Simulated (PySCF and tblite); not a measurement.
Values are calculated unless marked as measured or tabulated.
C6H8B2, numbered as in [CH:1]#[C:2][B:3]1[CH:4]=[CH:5][BH:6][CH2:7][CH2:8]1.

Level: B3LYP-D3(BJ)/def2-SVP (IEF-PCM, benzene)//GFN2-xTB, thermal terms from GFN2-xTB, symmetry numbers and mirror pairs counted. Conformers within 2.5 kcal/mol (GFN2-xTB free energy) were kept, 3 at most. GIAO shieldings: wB97X-D/pcSseg-1 (IEF-PCM, benzene). Shifts are against TMS (¹H), TMS (¹³C) at the same level. (PySCF 2.14, tblite 0.8.)

Question: List the conformer-averaged shifts at 298.15 K.

Answer: ¹H: 8.30 (H5, 1H), 8.04 (H4, 1H), 7.39 (H6, 1H), 4.31 (H1, 1H), 1.65 (H7, 2H), 1.60 (H8, 2H) ppm. ¹³C: 168.4 (C4), 165.2 (C5), 127.6 (C1), 97.8 (C2), 29.1 (C8), 27.7 (C7) ppm.

Shifts are unscaled: against experiment ¹³C can be off by 15 ppm or more and ¹H by 0.8 ppm.
